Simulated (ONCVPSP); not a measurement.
What the settings do to the ONCV potential of lanthanum (La)

Base potential:

ONCVPSP 4.0.1 input, shortened (lines: element, Z, core and valence counts, functional; n l f; lmax; l rc ep ncon nbas qcut; lloc lpopt rc5 dvloc0; l nproj debl; icmod fcfact rcfact), Wu-Cohen, fully relativistic:

```
  La 57.00    9    4  -118130      upf
    1    0    2.00
    2    0    2.00
    2    1    6.00
    3    0    2.00
    3    1    6.00
    3    2   10.00
    4    0    2.00
    4    1    6.00
    4    2   10.00
    5    0    2.00
    5    1    6.00
    5    2    1.50
    6    0    1.50
    3
    0    2.80    0.00    4    8    4.40
    1    1.65    0.00    3    7    4.90
    2    3.10    0.00    4    9    4.70
    3    2.85    0.23    3    6    3.30
    4    5    1.35    1.00
    0    3    3.20
    1    3    1.20
    2    3    3.30
    3    2    0.50
    3    3.50    1.40
```

Open shells are filled in proportion to 2j + 1.

In the f channel the program set the typed energies aside and used -0.126, 0.374 Ha (j = l + 1/2; the other j can differ).

All-electron outer shells of the reference configuration (Wu-Cohen, scalar-relativistic, ld1.x):

| shell | level (eV) | outermost node (bohr) | outermost maximum (bohr) |
| --- | --- | --- | --- |
| 5s | -38.11 | 0.77 | 1.41 |
| 5p | -21.62 | 0.83 | 1.58 |
| 6s | -3.42 | 1.87 | 3.88 |
| 5d | -2.60 | 0.95 | 2.24 |

Cutoffs, loose and tight: the cutoffs (Ha) at which the residual kinetic energy of the hardest occupied pseudo-wave falls to 1 and 0.1 mHa per electron. They do not see the model core or the augmentation charge, which bear on the density cutoff. Test errors are all-electron minus pseudo excitation energies from the reference, over the configurations 5s2 5p6 5d1 6s2; 5s2 5p6 5d1 6s1; 5s2 5p6 5d1 6s0; 5s2 5p6 5d2 6s0. A dash means not determined; rows that change the core or the reference have their own tests.

For the base: The cutoffs count occupied waves only; projector 1 of the f channel, the hardest unoccupied one, needs 43 Ha at the loose tolerance.

A true bound ghost makes a file unfit for plane-wave use even where its test errors are small: the radial tests pick states by their node count and pass the ghost by.

| change | outcome | cutoff, loose | cutoff, tight | bound ghosts | GHOST(+) flags above zero | largest test error (meV) |
| --- | --- | --- | --- | --- | --- | --- |
| base | generated, projector energies reset by the program | 15 Ha | 57 Ha | p3/2 | s, p3/2, p1/2 | -6.8 |
| all radii but the core radius scaled by about 0.80 (s 2.24, p 1.32, d 2.48, f 2.28 bohr); local potential polynomial inside 1.08 bohr (lpopt 5, dvloc0 1 Ha) | generated, projector energies reset by the program | 82 Ha | 143 Ha | s, p3/2, p1/2 | d5/2, p1/2, d3/2 | -4.0 |
| all radii but the core radius scaled by about 1.04 (s 2.92, p 1.72, d 3.22, f 2.96 bohr); local potential polynomial inside 1.40 bohr (lpopt 5, dvloc0 1 Ha) | generated, projector energies reset by the program | 12 Ha | 52 Ha | none | s, p3/2, p1/2 | -7.2 |
| all radii but the core radius scaled by about 1.10 (s 3.08, p 1.82, d 3.42, f 3.14 bohr); local potential polynomial inside 1.48 bohr (lpopt 5, dvloc0 1 Ha) | generated, projector energies reset by the program | 11 Ha | 45 Ha | none | s, p1/2 | -7.5 |
| all radii but the core radius scaled by about 1.18 (s 3.30, p 1.94, d 3.66, f 3.36 bohr); local potential polynomial inside 1.60 bohr (lpopt 5, dvloc0 1 Ha) | generated, projector energies reset by the program | 10 Ha | 25 Ha | none | s | -7.7 |
| all radii but the core radius scaled by about 1.24 (s 3.48, p 2.06, d 3.86, f 3.54 bohr); local potential polynomial inside 1.68 bohr (lpopt 5, dvloc0 1 Ha) | generated, projector energies reset by the program | 9.2 Ha | 12 Ha | none | s | -7.4 |

What comes out with this change to the base: all radii but the core radius scaled by about 0.91 (s 2.54, p 1.50, d 2.82, f 2.58 bohr); local potential polynomial inside 1.22 bohr (lpopt 5, dvloc0 1 Ha)?

outcome: generated, projector energies reset by the program; cutoff, loose: 21 Ha; cutoff, tight: 65 Ha; bound ghosts: p3/2, p1/2; GHOST(+) flags above zero: s, p3/2, p1/2; largest test error (meV): -5.8.

What comes out with this change to the base: all radii but the core radius scaled by about 0.83 (s 2.34, p 1.38, d 2.58, f 2.38 bohr); local potential polynomial inside 1.12 bohr (lpopt 5, dvloc0 1 Ha)?

outcome: generated, projector energies reset by the program; cutoff, loose: 19 Ha; cutoff, tight: 88 Ha; bound ghosts: s, p3/2, p1/2; GHOST(+) flags above zero: p3/2, p1/2, d3/2; largest test error (meV): -4.8.

What comes out with this change to the base: all radii but the core radius scaled by about 1.32 (s 3.70, p 2.18, d 4.10, f 3.76 bohr); local potential polynomial inside 1.78 bohr (lpopt 5, dvloc0 1 Ha)?

outcome: generated, projector energies reset by the program; cutoff, loose: 8.5 Ha; cutoff, tight: 11 Ha; bound ghosts: none; GHOST(+) flags above zero: s; largest test error (meV): -15.

Reading the sweep of the scale of all radii but the core radius (base = 1) (base included, trends over the rows without a ghost): The loose cutoff falls from 12 Ha at 1.04 to 8.5 Ha at 1.32. A larger radius leaves more room for a smooth pseudo-wave, so fewer plane waves are needed; a smaller one forces it to follow the all-electron wave where it bends sharply. The median size of the test errors (rows with all tests solved) is not monotonic: lowest 2.0 meV at 1.04, highest 5.7 meV at 1.32. Bound ghosts are found at 0.8, 0.83, 0.91, 1.
